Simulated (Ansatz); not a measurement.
Molecule: CdF2, net charge -1, doublet state. The spin state was set by rule; other spins were not relaxed. SMILES of the parent species: [F][Cd][F]
Coordinates optimised at B3LYP-D3(BJ)/def2-TZVP (Ansatz, a program for electronic structure):
```xyz
3

Cd     0.2902     0.0012    -0.0413
F     -0.9476     1.3752    -1.0698
F     -0.6000    -1.3816     1.2902
```
Charge -1, spin multiplicity 2.

Parts of the frozen-core correlation energy in STO-3G (Ansatz, hartree). Frozen orbitals: 20; correlated occupied orbitals by spin: 14 and 13; virtual: 3 and 4. UHF or UKS for open shells. Spin-orbit coupling is left out. Past Kr the def2 sets carry scalar-relativistic core potentials. STO-3G rows are all-electron and non-relativistic.

| term | value |
|---|---|
| reference (HF) | -5607.41963 |
| MP2 opposite-spin | ___ |
| MP2 same-spin | ___ |
| CCSD correlation | -0.05843 |
| (T) | ___ |
| T1 diagnostic | 0.019 |
| largest doubles amplitude | 0.062 |
| <S^2> of the reference | 0.775 |

What belongs in the gaps?


- MP2 opposite-spin, value: -0.03604
- MP2 same-spin, value: -0.00602
- (T), value: -0.00489
